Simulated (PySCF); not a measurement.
Compound: C₃H₁₄OSi₃.
Cartesian coordinates in Å at the PBE0-D3(BJ)/def2-SVP level; atoms count from 1:
```xyz
21
C3H14OSi3 angstrom
C     -3.1778   -1.1408    0.4294
C     -1.6651   -1.1256    0.6338
Si    -0.7513    0.0898   -0.4654
C     -1.2664    1.8591   -0.1306
O      0.8889   -0.0797   -0.1924
Si     2.2318    0.6192    0.4817
Si     4.1148   -0.5156   -0.3271
H     -3.6708   -1.8898    1.0686
H     -3.4443   -1.3776   -0.6135
H     -3.6318   -0.1651    0.6663
H     -1.2365   -2.1250    0.4435
H     -1.4149   -0.8882    1.6830
H     -0.9987   -0.2472   -1.9020
H     -0.6932    2.5622   -0.7551
H     -2.3349    2.0087   -0.3529
H     -1.1001    2.1269    0.9253
H      2.1743    0.5337    1.9771
H      2.3081    2.0736    0.1247
H      4.0461   -1.9639    0.0400
H      4.1900   -0.4005   -1.8164
H      5.3622    0.0675    0.2611
```

Computed with PySCF, TDDFT B3LYP/def2-SVPD, vertical, gas phase, core orbitals frozen in the response.

Kohn–Sham orbitals with the atoms that hold most of them (Löwdin shares over 4%, at most four atoms; ? is withheld):

```tsv
orbital	ε (eV)	atoms
LUMO+2	0.34	Si7 37%, Si6 19%, H19 14%, H18 7%
LUMO+1	0.18	Si6 13%, Si7 11%, C4 8%, C1 8%
LUMO	-0.37	?
HOMO	-7.60	Si7 23%, Si6 22%, O5 19%, H17 8%
HOMO-1	-7.79	?
HOMO-2	-8.55	C4 22%, Si3 20%, H13 16%, O5 9%
HOMO-3	-8.83	Si6 21%, O5 16%, H17 14%, H18 12%
```

Q: Give the leading atoms of the LUMO.

A: Si6 (bonded to O, Si and 2 H) 29%; Si7 (bonded to Si and 3 H) 19%; O5 (bonded to 2 Si) 9%; H17 (bonded to Si) 8%. By element: silicon 47% or more, oxygen 9%, hydrogen 8% or more.

Q: Which atoms hold the HOMO-1, and with what shares?

A: C2 (bonded to C, Si and 2 H) 22%; O5 (bonded to 2 Si) 19%; Si3 (bonded to 2 C, O and H) 14%; C4 (bonded to Si and 3 H) 9%. By element: carbon 31% or more, oxygen 19%, silicon 14% or more.

Q: The HOMO–LUMO gap is 7.23 eV. Where does the response calculation put the lowest singlet, and from which orbitals?

A: S1 is at 6.22 eV (f = 0.0052), 1.01 eV below the gap, made of HOMO→LUMO (96%). Without the coupling terms of the response equations the lowest excitation would equal the gap.

Q: One configuration dominates each of S1, S2 and S7. Which, and how do the shares of the two leading atoms of either orbital change from the occupied to the empty one?

A: 
- S1 (6.22 eV, f 0.0052), HOMO→LUMO (96%): Si7 23% → 19%, Si6 22% → 29%
- S2 (6.54 eV, f 0.0026), HOMO-1→LUMO (94%): C2 22% → at most 9%, O5 19% → 9%, Si6 at most 9% → 29%, Si7 at most 9% → 19%
- S7 (7.34 eV, f 0.0080), HOMO-2→LUMO (85%): C4 22% → at most 9%, Si3 20% → at most 9%, Si6 at most 9% → 29%, Si7 at most 9% → 19%

Löwdin shares depend on the basis, the more so with diffuse functions.

One conformer stands for the species.
